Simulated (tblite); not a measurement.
Species: C6H5Cl2F (charge -1 and doublet state).
Numbering: `[CH3:1][C@@H:2]1[CH-:3][C:4]([Cl:5])[C:6]([Cl:7])=[C:8]1[F:9]` (hydrogens: H10, H11, H12 on C1; H13 on C2; H14 on C3)
Bond orders are those of one Lewis drawing.

Computed with GFN2-xTB (tblite), gas phase: L-BFGS steps from a force-field or distance-geometry start until the largest atomic force falls under 0.01 eV/Å.

Step 22: E = -799.4928 eV
```
atom  x, y, z in Å  |  force x, y, z in eV/Å
C1     -1.8621   -0.0368   -0.0239   -0.040  -0.002  -0.025
C2     -0.5084    0.2575    0.6788    0.018  -0.050   0.016
C3      0.3805    1.1843   -0.0973   -0.015   0.003   0.022
C4      1.5715    0.5412   -0.3965   -0.024  -0.053   0.033
Cl5     2.8685    1.2166   -1.3126    0.012   0.041  -0.024
C6      1.5803   -0.7525    0.1428    0.008  -0.052   0.009
Cl7     2.8656   -1.9009   -0.0155   -0.046   0.034   0.014
C8      0.3607   -0.9526    0.7725    0.024  -0.013  -0.027
F9     -0.0172   -2.0687    1.5005    0.016   0.046   0.013
H10    -1.6834   -0.4380   -1.0187    0.029   0.003  -0.012
H11    -2.4321   -0.7682    0.5486    0.003   0.025   0.000
H12    -2.4474    0.8775   -0.1167   -0.016   0.004   0.014
H13    -0.7818    0.6604    1.6825    0.035   0.000  -0.038
H14     0.1046    2.1797   -0.3864   -0.004   0.015   0.004
```

Step 23: E = -799.4934 eV
```
atom  x, y, z in Å  |  force x, y, z in eV/Å
C1     -1.8613   -0.0341   -0.0265   -0.031  -0.002  -0.023
C2     -0.5091    0.2548    0.6818    0.014  -0.038  -0.006
C3      0.3787    1.1851   -0.0927    0.005  -0.004   0.021
C4      1.5699    0.5422   -0.3936   -0.009  -0.044   0.024
Cl5     2.8659    1.2102   -1.3186   -0.009   0.051  -0.013
C6      1.5826   -0.7507    0.1474   -0.008  -0.040   0.003
Cl7     2.8644   -1.9015   -0.0207   -0.043   0.039   0.015
C8      0.3590   -0.9569    0.7673    0.006  -0.019  -0.018
F9     -0.0062   -2.0647    1.5144    0.010   0.044   0.024
H10    -1.6778   -0.4312   -1.0221    0.022   0.002  -0.012
H11    -2.4355   -0.7669    0.5398    0.001   0.023   0.005
H12    -2.4437    0.8823   -0.1181   -0.017   0.000   0.015
H13    -0.7847    0.6531    1.6871    0.051  -0.005  -0.048
H14     0.0972    2.1779   -0.3876    0.009  -0.006   0.014
```

Problem. Estimate the geometry and energy of step 24. (The exact step hangs on the optimiser's Hessian estimate; all steps are aligned on step 23, rigid shifts and turns removed.)

Solution. E = -799.4939 eV, largest force 0.072 eV/Å
```
atom  x, y, z in Å  |  force x, y, z in eV/Å
C1     -1.8610   -0.0318   -0.0290   -0.010   0.000  -0.015
C2     -0.5096    0.2519    0.6840    0.004  -0.014  -0.033
C3      0.3773    1.1856   -0.0884    0.025  -0.014   0.014
C4      1.5682    0.5424   -0.3909    0.011  -0.016   0.005
Cl5     2.8633    1.2058   -1.3238   -0.034   0.051   0.003
C6      1.5844   -0.7499    0.1511   -0.023  -0.013  -0.007
Cl7     2.8626   -1.9016   -0.0245   -0.021   0.026   0.014
C8      0.3576   -0.9610    0.7626   -0.020  -0.021  -0.011
F9      0.0033   -2.0605    1.5265    0.001   0.028   0.041
H10    -1.6726   -0.4254   -1.0251    0.009   0.003  -0.011
H11    -2.4383   -0.7654    0.5326   -0.004   0.015   0.007
H12    -2.4410    0.8862   -0.1190   -0.014  -0.004   0.012
H13    -0.7860    0.6469    1.6900    0.056  -0.010  -0.044
H14     0.0912    2.1765   -0.3883    0.021  -0.029   0.025
```

The energy changes by -0.0005 eV. The first-order estimate −F·Δx gives -0.0007 eV and the mean of the old and new forces, exact on a quadratic surface, -0.0005 eV. The step makes an angle of 80° with the force vector and moves no atom by more than 0.016 Å.

The cost below is that of the whole relaxation. Hardware: Arm Neoverse V2, one thread, no GPU, shared host with 96 logical CPUs at a one-minute load of 27. Cost: 0.44 s of wall time.
